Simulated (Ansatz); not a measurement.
CH4ClFGe, SMILES `[CH3][GeH]([F])[Cl]`. Charge 0, multiplicity 1. Geometry: relaxed with PBE0-D4/def2-TZVP.

```xyz
8

C    -0.310    0.316    0.983
Ge    0.391   -0.247   -0.721
F     0.415    1.141   -1.762
Cl   -0.957   -1.636   -1.641
H    -0.386   -0.540    1.655
H     0.348    1.066    1.423
H    -1.301    0.746    0.835
H     1.800   -0.846   -0.771
```

Q: What is the dipole moment at ωB97M-V/def2-TZVPP? (Best estimate.)

A: Ansatz gave: 2.92 D, with components (0.77, -0.20, 2.81) D in this frame, pointing from negative to positive charge.

Q: And with PBE, r2SCAN, B3LYP? (Best estimate.)

A: The calculation gave: PBE 2.81 D, r2SCAN 2.91 D, B3LYP 2.93 D.

Q: Give the Mulliken charges with ωB97M-V, r2SCAN, B3LYP in def2-TZVPP. (An estimate is asked.)

A: Ansatz gave: 
| atom | ωB97M-V | r2SCAN | B3LYP |
| --- | --- | --- | --- |
| C1 | -0.44 | -0.29 | -0.38 |
| Ge2 | 0.65 | 0.70 | 0.70 |
| F3 | -0.38 | -0.38 | -0.38 |
| Cl4 | -0.28 | -0.32 | -0.31 |
| H5 | 0.14 | 0.09 | 0.12 |
| H6 | 0.14 | 0.09 | 0.12 |
| H7 | 0.15 | 0.10 | 0.13 |
| H8 | 0.02 | -0.01 | -0.01 |

B3LYP here is the variant with VWN-RPA as its local correlation; programs differ in this.
